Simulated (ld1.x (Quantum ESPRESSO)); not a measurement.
bismuth: excitation energies, all-electron against TM

* Element: Bi (Z = 83)
* Generator: ld1.x (Quantum ESPRESSO) 7.5
* Type: norm-conserving Troullier–Martins (Kleinman–Bylander form)
* Functional: PBE
* Relativity: scalar-relativistic
* Frozen core: [Xe] 4f14
* Valence charge: 15
* Reference configuration: 5d10 6s2 6p3
* Partial waves: 6p (bound): rc 2.50 bohr; 5d (bound): rc 1.04 bohr; 6s (bound): rc 2.00 bohr
* Local potential: the s channel
* Core correction: Bessel-smoothed model core inside 0.70 bohr

Energies are relative to the spin-unpolarised reference configuration 5d10 6s2 6p3; without spin polarisation the order of configurations can differ from experiment.

```tsv
valence configuration	charge	ΔE all-electron (eV)	error AE − PS (meV)
5d10 6s2 6p2	+1	7.913	-3.2
5d10 6s2 6p1	+2	23.160	-12
5d10 6s2 6p0	+3	46.502	-37
5d10 6s1 6p3	+1	18.731	-5.0
5d10 6s1 6p4	0	10.082	-7.2
5d10 6s2 6p2.5	+0.5	3.097	-1.4
```

(1) What are ΔE and the potential's error for 5d10 6s1 6p0?

Levels in the configuration 5d10 6s2 6p2.5:

| level | all-electron (eV) | pseudo (eV) |
| --- | --- | --- |
| 5d | -30.955 | -30.933 |
| 6s | -18.147 | -18.144 |
| 6p | -7.872 | -7.872 |

## Answers

(1) ΔE = 91.907 eV all-electron; the error (AE − PS) is -71 meV.
